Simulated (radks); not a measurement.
Values are calculated unless marked as measured or tabulated.
Valence configurations of As2+ (all share [Ar]). Code: a radial shooting solver on a logarithmic mesh with Libxc functionals. Model: scalar-relativistic Kohn-Sham, BLYP, spin-polarised, spherical densities, point nucleus; open shells are filled with parallel spins first. Energies are relative to 3d10 4s2 4p1; eigenvalues in eV for spin up.

\begin{tabular}{lrrrrr}
valence & E (eV) & moment (Bohr magnetons) & e(3d) & e(4p) & e(4s) \\ \hline
3d10 4s2 4p1 & 0.000 & 1 & -61.825 & -23.083 & -33.872 \\
3d10 4s1 4p2 & 9.022 & 3 & -63.309 & -24.351 & -35.371 \\
3d9 4s2 4p2 & 42.580 & 3 & -74.146 & -25.773 & -37.463 \\
3d8.5 4s2 4p2.5 & 66.940 & 4 & -80.497 & -27.059 & -39.179 \\
3d7.5 4s2 4p3.5 & 123.51 & 5 & -93.700 & -29.378 & -42.311 \\
3d6.5 4s2 4p4.5 & 190.57 & 5 & -107.47 & -31.390 & -45.080 \\
3d8 4s2 4p3 & 93.418 & 5 & -86.972 & -28.318 & -40.852 \\
3d5.5 4s2 4p5.5 & 267.01 & 5 & -121.67 & -33.298 & -47.693 \\
3d10 4s1.5 4p1.5 & 4.702 & 2 & -62.601 & -23.754 & -34.665 \\
3d6.5 4s1 4p5.5 & 203.99 & 5 & -108.80 & -31.995 & -45.833 \\
\end{tabular}

NIST lists [Ar] 3d10 4s2 4p1 as the ground configuration; this level of theory agrees among the configurations tried. The energies are those of spherical high-spin densities, not of single terms.
